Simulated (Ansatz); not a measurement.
Reaction (ligand exchange at a Ge–N bond): `[GeH3][NH][GeH3]` + H₂Te → `[GeH3][TeH]` + `[NH2][GeH3]`

Isolated molecules relaxed with PBE0-D4/def2-TZVP in Ansatz; ΔE leaves out vibrations. CCSD(T)/CBS is the MP2 limit (def2-TZVPP, def2-QZVPP) plus CCSD(T) − MP2 in def2-TZVPP, frozen cores. DFT in def2-TZVPP. B3LYP here is the variant with VWN-RPA as its local correlation; programs differ in this. def2 core potentials past Kr. For Ge, Te outer-core shells are correlated without core-valence functions, which leaves a few kJ/mol of doubt a bond. Scalar relativity is left out up to krypton.

Is it downhill or uphill in electronic energy at CCSD(T)/CBS, and by how much? (Best estimate.)

Computed: Downhill: ΔE = -57.3 kJ/mol.

What do these levels give: revPBE-D4, BHLYP-D4, B3LYP, CCSD/def2-SVP, CCSD(T)/def2-SVP, HF/def2-TZVPP? (Estimate.)

The calculation gave: revPBE-D4 -63.0, BHLYP-D4 -58.9, B3LYP -62.7, CCSD/def2-SVP -46.1, CCSD(T)/def2-SVP -45.3, HF/def2-TZVPP -54.8 kJ/mol.

What do rigid-rotor, harmonic-oscillator terms from PBE0-D4/def2-TZVP frequencies (298.15 K, 1 bar) make of the CCSD(T)/CBS value? (Best estimate.)

Computed: ΔZPE = +11.7 kJ/mol, ΔH = -46.9 kJ/mol, ΔS = 6 J/(mol·K), ΔG = -48.8 kJ/mol.

Largest T1 diagnostic among the species: 0.011.

At CCSD(T), def2-SVP lies +12.0 kJ/mol from the extrapolated value and def2-TZVPP +7.4 kJ/mol. Leaving LDA and LC-ωPBE aside and taking each functional with its dispersion term where it has one, the values, not all of them listed here, spread over 14.9 kJ/mol, from PBE-D4 to B97M-V. LDA lies +6.8 kJ/mol from PBE without D4. From BLYP to BHLYP (50 % exact exchange), in def2-TZVPP and without D4, ΔE moves by +3.8 kJ/mol.
